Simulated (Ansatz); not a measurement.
Consider the ligand exchange at the Al–Br bond: `[Br][AlH][Br]` + H–F → `[F][AlH][Br]` + HBr.

Gas-phase electronic energies from Ansatz, PBE0-D4/def2-TZVP geometries. CBS: MP2 limit from def2 TZ/QZ plus the TZ coupled-cluster correction, frozen cores. This one scheme is used for every species. DFT in def2-TZVPP. For Br outer-core shells are correlated without core-valence functions, which leaves a few kJ/mol of doubt a bond. Scalar relativity is left out up to krypton.

`[Br][AlH][Br]`:

Z-matrix (Å, degrees):
```
Al
Br 1 2.241
Br 1 2.241 2 118.4
H 1 1.565 2 120.8 3 -180.0
```

H–F:

```xyz
2

F     0.330    0.152   -0.282
H    -0.330   -0.152    0.282
```

`[F][AlH][Br]`:

Cartesian coordinates in Å:
```
F -1.178 1.176 -0.301
Al -0.038 0.080 0.135
Br 0.778 -1.263 -1.457
H 0.437 0.007 1.623
```

HBr:

Cartesian coordinates in Å:
```
Br -0.350 0.006 0.618
H 0.350 -0.006 -0.618
```

(1) Is it downhill or uphill in electronic energy at CCSD(T)/CBS, and by how much? (Estimate.)

(2) What do these levels give: LDA (SPW92), BLYP-D4, B97M-V, r2SCANh-D4, BHLYP-D4, BLYP, MP2/def2-SVP, CCSD/def2-SVP, CCSD(T)/def2-TZVPP, HF/def2-QZVPP, MP2/def2-QZVPP, MP2/CBS(def2)? (Estimate.)

Largest T1 diagnostic among the species: 0.009.

Results:

(1) Ansatz gave: Downhill: ΔE = -0.20 eV.

(2) Ansatz gave: LDA (SPW92) -0.23, BLYP-D4 -0.33, B97M-V -0.33, r2SCANh-D4 -0.23, BHLYP-D4 -0.24, BLYP -0.39, MP2/def2-SVP -0.30, CCSD/def2-SVP -0.34, CCSD(T)/def2-TZVPP -0.24, HF/def2-QZVPP -0.29, MP2/def2-QZVPP -0.18, MP2/CBS(def2) -0.15 eV.

The D4 term adds +0.05 eV with B3LYP and +0.03 eV with PBE0; it sums over pairs of atoms, weighted by their polarisabilities, and B3LYP, whose exchange is more repulsive, gets the larger term. At CCSD(T), def2-SVP lies −0.14 eV from the extrapolated value and def2-TZVPP −0.05 eV.

B3LYP here is the variant with VWN-RPA as its local correlation; programs differ in this.
